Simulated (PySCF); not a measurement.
PP3SSO nortricyclane, OP₄S₂.
Structure used (PBE0-D3(BJ)/def2-SVP), in Å, numbered top down from 1:
```xyz
7
OP4S2 angstrom
P     -0.8432   -0.5910    1.2650
S      1.2431   -0.2198    1.5367
P      1.6928    0.6278   -0.3411
P      0.3173   -0.4594   -1.7565
S     -0.7431   -1.7840   -0.5049
P     -0.3659    1.4767   -0.7876
O     -1.2092    0.8477    0.5200
```

Method used: PySCF, TDDFT wB97X-D/def2-SVPD, vertical, gas phase, core orbitals frozen in the response.

Transition dipole moments from the ground state, in atomic units and in the frame of the coordinates above (overall signs are arbitrary), for the states with f of 0.002 or more among the lowest 10:

```
state  E (eV)      μx      μy      μz
   S1   3.921  -0.090   0.135  -0.019
   S4   5.029  -0.161  -0.028   0.177
   S5   5.147   0.096   0.074   0.097
   S7   5.330   0.126   0.099   0.134
   S8   5.428  -0.057   0.106  -0.028
   S9   5.500  -0.056  -0.120   0.150
  S10   5.609  -0.164  -0.132  -0.169
```

(1) Work out the oscillator strengths.

(2) What is the point group, and which symmetry does each of these states have?

(3) Which bond between heavy atoms lies closest to the direction of the S10 transition dipole?

(4) What peak molar absorption coefficient would the strongest computed level give as a lone Gaussian band 0.4 eV wide at half height?

## Answers

(1) f = (2/3) ΔE |μ|² with ΔE in hartree (27.2114 eV).

```csv
state,|μ|² (au),|μ| (D),f
S1,0.027,0.42,0.003
S4,0.058,0.61,0.007
S5,0.024,0.39,0.003
S7,0.043,0.53,0.006
S8,0.015,0.31,0.002
S9,0.040,0.51,0.005
S10,0.073,0.69,0.010
```

(2) Cs. From a totally symmetric ground state, an allowed state transforms like the component of the dipole operator along its μ. Polarised normal to the mirror plane, so A″: S5, S7 and S10. Polarised in the mirror plane, so A′: S1, S4, S8 and S9.

(3) P3–P4, at 0° from it; next P1–S5 and P1–S2 at 40°.

(4) ε(max) = 2.175×10⁸ f / FWHM, with the width in cm⁻¹. S10: 2.175×10⁸ × 0.0100 / 3226 ≈ 680 L mol⁻¹ cm⁻¹.

Time: 74 s of wall time (with the writing of density and orbital grids); peak memory 0.80 GiB. Hardware: Intel Xeon at 2.50 GHz, one thread, no GPU, shared host with 64 logical CPUs at a one-minute load of 56.

One conformer stands for the species.
